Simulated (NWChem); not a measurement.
**A calculation on HF2Ga**

SMILES: [F][GaH][F]
```xyz
4

Ga     0.0000     0.0000    -0.3177
H      0.0000     0.0000    -1.8593
F      1.4476     0.0000     0.6505
F     -1.4476     0.0000     0.6505
```
Charge 0, spin multiplicity 1.

All runs are NWChem calculations. The geometry was optimised at PBE0/def2-SVP, a minimum by its harmonic frequencies.

Symmetry labels belong to the abelian group C2v used in the runs, with the axes of the coordinates shown.

The Hamiltonian is non-relativistic. The structure started from a generated list of species.

Task: List the lowest 3 singlet excitations that CIS/def2-SVPD gives, with oscillator strengths.

Result: 
| state | symmetry | energy (eV) | wavelength (nm) | f |
|---|---|---|---|---|
| 1 | b2 | 9.02 | 138 | 0.172 |
| 2 | a1 | 10.31 | 120 | 0.489 |
| 3 | b1 | 10.81 | 115 | 0.118 |
